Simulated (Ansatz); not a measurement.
Mulliken charges of `O=C(O)O[SiH3]` from r2SCAN/def2-TZVPP in Ansatz (PBE0-D4/def2-TZVP geometry).

```tsv
atom	x (Å)	y (Å)	z (Å)	charge (e)
O1	0.945	-1.131	0.644	-0.379
C2	1.059	0.002	0.251	0.487
O3	2.190	0.703	0.265	-0.278
O4	0.077	0.727	-0.258	-0.351
Si5	-1.448	-0.002	-0.358	0.453
H6	2.864	0.126	0.644	0.236
H7	-1.388	-1.184	-1.243	-0.053
H8	-2.278	1.066	-0.956	-0.062
H9	-1.932	-0.353	0.994	-0.053
```

By hand: the dipole of these point charges (1 e Å = 4.8032 D).

Σ q r = (-0.141, 0.023, -0.043) e Å, of length 0.149 e Å = 0.72 D.

How does the dipole of the full density compare? (Estimate.)

The calculation gave: (0.045, 0.081, -0.019) e Å, 0.45 D; the point charges give 1.60 times that, at 105° from its direction.

Point charges leave out the atoms' own dipoles, such as those of lone pairs, and Mulliken's split depends on the basis, so the two needn't agree.
